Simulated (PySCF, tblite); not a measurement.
Isomers of C5H11OPSi. Method: GFN2-xTB as coded in tblite; computed harmonic values from a numerical Hessian at the method's own geometry, unscaled. Against measured fundamentals such values can be off by several per cent, at times by over 20. Modes of hydrogen on phosphorus and silicon can be 10 to 20 % off. One conformer each.

Electronic energies: PBE0/pcSseg-1 single points on the GFN2-xTB geometries (PySCF, gas phase).

| SMILES | electronic energy, lowest = 0 (kcal/mol) |
| --- | --- |
| CCP1C([SiH3])=C1OC | 43.4 |
| CC(=O)[C@H]1C[Si@H](P)C1 | 0.0 |
| C#C[P@](=O)(CC)C[SiH3] | 24.2 |

**Question.** How do GFN2-xTB zero-point energies change the relative energies?

**Answer.** 
| SMILES | ZPE (kcal/mol) | of it from modes above 1550 cm⁻¹ | electronic (kcal/mol) | with ZPE, lowest = 0 (kcal/mol) | lowest mode (cm⁻¹) | rings |
| --- | --- | --- | --- | --- | --- | --- |
| CC(=O)[C@H]1C[Si@H](P)C1 | 90.4 | 46.9 | 0.0 | 0.0 | 15 | 1 |
| C#C[P@](=O)(CC)C[SiH3] | 87.5 | 47.6 | 24.2 | 21.3 | 59 | 0 |
| CCP1C([SiH3])=C1OC | 88.2 | 46.4 | 43.4 | 41.3 | 23 | 1 |

The zero-point energies span 2.9 kcal/mol, from `C#C[P@](=O)(CC)C[SiH3]` to `CC(=O)[C@H]1C[Si@H](P)C1`. The order is unchanged.

**Question.** And how do the electronic energies of GFN2-xTB itself compare?

**Answer.** `CC(=O)[C@H]1C[Si@H](P)C1` 9.4; `C#C[P@](=O)(CC)C[SiH3]` 0.0; `CCP1C([SiH3])=C1OC` 35.0 kcal/mol, lowest = 0. Against the energies above, taken from the same isomer `CC(=O)[C@H]1C[Si@H](P)C1`, the largest difference is 33.6 kcal/mol.
